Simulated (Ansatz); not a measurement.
`S[Si](Cl)Cl` radical, one more setting.

```yaml
crystal:
  periodic: [false, false, false]
  atoms:
    - {symbol: S, position_ang: [0.529927, 1.189199, -0.870330]}
    - {symbol: Si, position_ang: [0.122764, -0.257641, 0.634865]}
    - {symbol: Cl, position_ang: [1.681486, -1.583783, 0.554952]}
    - {symbol: Cl, position_ang: [-1.648286, -1.248384, 0.299611]}
    - {symbol: H, position_ang: [-0.635992, 1.826909, -0.660497]}
basis:
  gaussian: {orbitals: cc-pVDZ}
total_charge: 1
hamiltonian: {xc: {name: RPBE}, dispersion: d4}
scf: {lower_state_search: off}
output: {forces: true}
```

```sh
$ ansatz run in.yaml --threads 4 --pin off --events-out ev --progress --plain --max-ram 10444MiB
```

Output, abridged:

```
Functional definition: RPBE
812 factors; integrals over basis functions are off by at most 7.8e-4 eV
mean field evaluation 1: about -43761.2503 eV, gradient 3.2e1 eV
mean field evaluation 2: about -43750.1435 eV, gradient 6.2e1 eV
mean field evaluation 4: about -43764.4760 eV, gradient 4.0e0 eV
mean field evaluation 8: about -43764.5298 eV, gradient 2.2e-1 eV
mean field evaluation 16: about -43764.5300 eV, gradient 3.9e-5 eV
mean field -43764.53002244 eV, -1608.3168136609 hartree, gradient 6.6e-6 eV, S^2 0.000000; 0 other end points of the search recorded, 0 dependent functions left out
reference -43764.53005268 eV, -1608.3168147719 hartree; 32, 32 occupied and 45, 45 virtual orbitals, 812 factors
Total energy: -43765.10796883 eV, -1608.3380527989 hartree
Atom 0 at     0.529927     1.189199    -0.870330 Å, force     0.561052     0.023790     0.799512 eV/Å
Atom 1 at     0.122764    -0.257641     0.634865 Å, force     0.158874    -1.240707    -2.272520 eV/Å
Atom 2 at     1.681486    -1.583783     0.554952 Å, force    -0.142168     0.335176     0.719295 eV/Å
Atom 3 at    -1.648286    -1.248384     0.299611 Å, force     0.133247     0.471167     0.821524 eV/Å
Atom 4 at    -0.635992     1.826909    -0.660497 Å, force    -0.711006     0.410575    -0.067812 eV/Å
Dipole moment:    -0.165485     0.547204     0.143714 e Å
Checks for a lower state left out: stability, starts, cluster_reference, orbital_swaps, neighbouring_geometries, increment
```

Hardware: 4 threads of an Arm Neoverse V1 on a shared host. Wall time 0.65 s, peak host memory 0.37 GiB.
